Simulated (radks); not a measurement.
Zr II, 39 electrons, occupied as [Kr] 4d(up 1, down 1) 5s(up 0.75, down 0.25) (fractional occupations, a model configuration).

Calculated with a radial shooting solver on a logarithmic mesh with Libxc functionals: scalar-relativistic Kohn-Sham, PBE, spin-polarised, spherical densities, finite nucleus; Fermi nuclear charge, rms radius 4.2694 fm.

Energy parts (Ry):
| part | energy |
|---|---|
| total | -7196.45764 |
| kinetic | 7399.37891 |
| electron-nucleus | -17309.02973 |
| Hartree | 2940.66537 |
| exchange-correlation | -227.47219 |

Orbitals (lengths in bohr, moments of r in powers of bohr; r(max) is where P^2 peaks; r(90%) holds 90 % of the orbital's charge):
orbital,occ.,eigenvalue (Ry),r(90%),<r^2>,r(max)
1s up,1,-1310.584,0.0664,0.001853,0.02414
1s down,1,-1310.583,0.0664,0.001853,0.02414
2s up,1,-182.0169,0.251,0.03117,0.1370
2s down,1,-182.0166,0.251,0.03117,0.1370
2p up,3,-162.3685,0.231,0.02455,0.1095
2p down,3,-162.3681,0.231,0.02455,0.1095
3s up,1,-30.24049,0.678,0.2410,0.4082
3s down,1,-30.23970,0.678,0.2410,0.4082
3p up,3,-23.83848,0.700,0.2489,0.4023
3p down,3,-23.83764,0.700,0.2489,0.4023
3d up,5,-13.33148,0.728,0.2477,0.3475
3d down,5,-13.33064,0.728,0.2477,0.3475
4s up,1,-4.49724,1.77,1.670,1.078
4s down,1,-4.49464,1.77,1.668,1.078
4p up,3,-2.87818,2.04,2.150,1.180
4p down,3,-2.87429,2.03,2.142,1.180
4d up,1,-0.74079,3.47,5.614,1.587
4d down,1,-0.72547,3.43,5.483,1.578
5s up,0.75,-0.74531,4.99,13.21,3.005
5s down,0.25,-0.71538,5.01,13.28,2.996

The highest occupied level is 5s down at -9.733 eV. Spin moment in Bohr magnetons: 0.5.
